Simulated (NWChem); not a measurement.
The numbers come from NWChem runs, not from measurements. System: C₄H₅O₂, charge 0, spin multiplicity 2, at a geometry optimised with UB3LYP/def2-SVP. The structure started from a generated list of species. Its SCF solution wasn't tested for a lower state. Level: G0W0@UB3LYP/def2-SVP, RI basis def2-svp-rifit, VWN1-RPA local correlation.

Job file:

```
start mol
memory heap 200 mb stack 700 mb global 1700 mb
geometry units angstroms nocenter noautoz
  C     -0.140384     2.207729     0.000000
  C     -0.110102     0.712234     0.000000
  O     -1.314415     0.160668     0.000000
  C      1.047375    -0.033425     0.000000
  C      0.958471    -1.467590     0.000000
  O     -0.039661    -2.149942     0.000000
  H     -0.689945     2.566532     0.885580
  H      0.870303     2.634058     0.000000
  H     -0.689945     2.566532    -0.885580
  H     -1.209970    -0.822706     0.000000
  H      2.019998     0.456093     0.000000
  symmetry group Cs
end
basis spherical
  * library def2-svp
end
basis "ri basis" bse spherical
  * library def2-svp-rifit
end
dft
  xc b3lyp
  odft
  mult 2
  iterations 100
  direct
  tolerances tight
end
task dft energy
gw
  states alpha occ 4 vir 2
  states beta occ 4 vir 2
end
task dft gw
```

Output (cleaned and shortened):

```
             Northwest Computational Chemistry Package (NWChem) 7.3.0
             --------------------------------------------------------

                                NWChem Input Module
                                -------------------

 Scaling coordinates for geometry "geometry" by  1.889725989
 (inverse scale =  0.529177249)

 Turning off AUTOSYM since
 SYMMETRY directive was detected!

                             Geometry "geometry" -> ""
                             -------------------------

 Output coordinates in angstroms (scale by  1.889725989 to convert to a.u.)

  No.       Tag          Charge          X              Y              Z
 ---- ---------------- ---------- -------------- -------------- --------------
    1 C                    6.0000    -0.14038400     2.20772900     0.00000000
    2 C                    6.0000    -0.11010200     0.71223400     0.00000000
    3 O                    8.0000    -1.31441500     0.16066800     0.00000000
    4 C                    6.0000     1.04737500    -0.03342500     0.00000000
    5 C                    6.0000     0.95847100    -1.46759000     0.00000000
    6 O                    8.0000    -0.03966100    -2.14994200     0.00000000
    7 H                    1.0000    -0.68994500     2.56653200     0.88558000
    8 H                    1.0000     0.87030300     2.63405800     0.00000000
    9 H                    1.0000    -0.68994500     2.56653200    -0.88558000
   10 H                    1.0000    -1.20997000    -0.82270600     0.00000000
   11 H                    1.0000     2.01999800     0.45609300     0.00000000

 Effective nuclear repulsion energy (a.u.)     218.2467169280

            Nuclear Dipole moment (a.u.)
            ----------------------------
        X                 Y               Z
 ---------------- ---------------- ----------------
    -0.0000132281     0.0000094486     0.0000000000

      Symmetry information
      --------------------

 Group name             Cs
 Group number              2
 Group order               2
 No. of unique centers    10

      Symmetry unique atoms

     1    2    3    4    5    6    7    8   10   11


 Summary of "ao basis" -> "" (spherical)
 ------------------------------------------------------------------------------
       Tag                 Description            Shells   Functions and Types
 ---------------- ------------------------------  ------  ---------------------
 *                          def2-svp                  on all atoms

 new library libraries.bse/

 Summary of "ri basis" -> "" (spherical)
 ------------------------------------------------------------------------------
       Tag                 Description            Shells   Functions and Types
 ---------------- ------------------------------  ------  ---------------------
 *                       def2-svp-rifit               on all atoms

                                 NWChem DFT Module
                                 -----------------

 Summary of "ao basis" -> "ao basis" (spherical)
 ------------------------------------------------------------------------------
       Tag                 Description            Shells   Functions and Types
 ---------------- ------------------------------  ------  ---------------------
 C                          def2-svp                 6       14   3s2p1d
 O                          def2-svp                 6       14   3s2p1d
 H                          def2-svp                 3        5   2s1p

 Summary of "ao basis" -> "ao basis" (spherical)
[...]
   alpha     41     42     43     44     45     46     47     48     49     50
    beta     41     42     43     44     45     46     47     48     50     49
 overlap   0.726  0.993  0.973  0.998  0.998  0.991  0.988  0.955  0.950  1.000

   alpha     51     52     53     54     55     56     57     58     59     60
    beta     51     52     53     54     55     56     57     58     59     60
 overlap   0.985  0.992  0.997  0.999  0.999  0.999  0.999  1.000  0.999  0.999

   alpha     61     62     63     64     65     66     67     68     69     70
    beta     61     62     63     64     65     66     67     68     69     71
 overlap   1.000  0.996  0.997  0.992  0.993  0.999  0.999  1.000  0.999  0.995

   alpha     71     72     73     74     75     76     77     78     79     80
    beta     70     73     72     74     75     76     77     78     79     80
 overlap   1.000  0.996  0.948  0.948  0.996  0.999  0.980  0.998  0.930  0.938

   alpha     81     82     83     84     85     86     87     88     89     90
    beta     81     82     83     84     85     86     87     88     89     90
 overlap   1.000  0.995  1.000  0.999  0.999  0.999  0.999  0.964  0.964  0.999

   alpha     91     92     93     94     95     96     97     98     99    100
    beta     91     92     93     94     95     96     97     99     98    100
 overlap   0.999  0.999  1.000  0.999  1.000  0.999  0.996  0.994  1.000  0.996

   alpha    101    102    103    104    105    106    107    108    109
    beta    101    102    103    104    105    106    107    108    109
 overlap   1.000  1.000  0.999  1.000  0.992  0.991  0.999  1.000  1.000

     --------------------------
     Expectation value of S2:
     --------------------------
      <S2> =      0.7530 (Exact =     0.7500)

 center of mass
 --------------
 x =  -0.00647204 y =  -0.16296038 z =   0.00000000

 moments of inertia (a.u.)
 ------------------
         667.399182445748          83.299479981747           0.000000000000
          83.299479981747         218.262326863266           0.000000000000
           0.000000000000           0.000000000000         874.371393681120

     Multipole analysis of the density
     ---------------------------------

     L   x y z        total         alpha         beta         nuclear
     -   - - -        -----         -----         ----         -------
     0   0 0 0     -0.000000    -23.000000    -22.000000     45.000000

     1   1 0 0      0.075294     -0.881291      0.956598     -0.000013
     1   0 1 0      1.220099      2.154958     -0.934869      0.000009
     1   0 0 1     -0.000000     -0.000000     -0.000000      0.000000

     2   2 0 0    -26.568768    -75.794402    -69.951210    119.176844
     2   1 1 0      1.354529     23.743158     18.034628    -40.423257
     2   1 0 1      0.000000     -0.000000      0.000000      0.000000
     2   0 2 0    -27.319997   -204.110732   -192.455574    369.246309
     2   0 1 1      0.000000      0.000000     -0.000000      0.000000
     2   0 0 2    -26.106346    -16.169329    -15.538244      5.601228

 Task  times  cpu:       17.0s     wall:       17.0s

                                NWChem Input Module
                                -------------------

                                 NWChem GW Module
                                 ----------------

                             ***********************
                             ***        GW       ***
                             ***********************

 Summary of "ri basis" -> "ri basis" (spherical)
 ------------------------------------------------------------------------------
       Tag                 Description            Shells   Functions and Types
 ---------------- ------------------------------  ------  ---------------------
 C                       def2-svp-rifit             16       48   6s5p4d1f
 O                       def2-svp-rifit             16       48   6s5p4d1f
 H                       def2-svp-rifit              6       14   3s2p1d

                 Memory Information
                 ------------------
          Available GA per process is          1699.8 MBs
          Available stack per process is        700.0 MBs
          Available heap per process is           0.0 MBs

          Peak memory in Initialization
              Peak GA per process is                 15.6 MBs
              Peak stack per process is               0.1 MBs
              Peak heap per process is               15.8 MBs
              Memory not in MA per process            0.0 MBs

          Peak memory in AFF Calculation
              Peak GA per process is                140.5 MBs
              Peak stack per process is             115.6 MBs
              Peak heap per process is                0.0 MBs
              Memory not in MA per process          115.6 MBs

          Computing 2-center integrals
          Computing Inverse Cholesky factor
          Computing 3-center integrals
          Computing V_xc ...

          Computing Sigma_x
          Computing RPA polarizability
          Solving quasiparticle equations

                  Alpha Orbitals
          State     Energy (eV)     Error (eV)
          -----------------------------------
@GW        20        -12.982           0.004
@GW        21        -12.471           0.004
@GW        22         -8.979           0.004
@GW        23         -7.245           0.004
@GW        24          1.091           0.002
@GW        25          3.865           0.005

                   Beta Orbitals
          State     Energy (eV)     Error (eV)
          -----------------------------------
@GW        19        -12.391           0.004
@GW        20        -12.659           0.005
@GW        21        -11.608           0.004
@GW        22         -8.928           0.004
@GW        23          1.139           0.002
@GW        24          1.301           0.002

   Applying  -1.8187 eV scissor-shift to rest of particle states

   Applying   2.7579 eV scissor-shift to rest of hole states

   Applying  -1.8176 eV scissor-shift to rest of particle states

   Applying   2.7450 eV scissor-shift to rest of hole states

     GW Timing Statistics
   ------------------------
   Init.   :          0.1s
     ERIs  :          1.5s
     Distr.:          0.0s
     Vxc   :          2.0s
   Sigma_x :          0.0s
   RPA     :         18.7s
   Wmn     :          0.2s
   Sigma_c :          0.3s
   GW total:         22.8s

 Task  times  cpu:       22.8s     wall:       22.8s

 Total times  cpu:       39.8s     wall:       39.8s
```
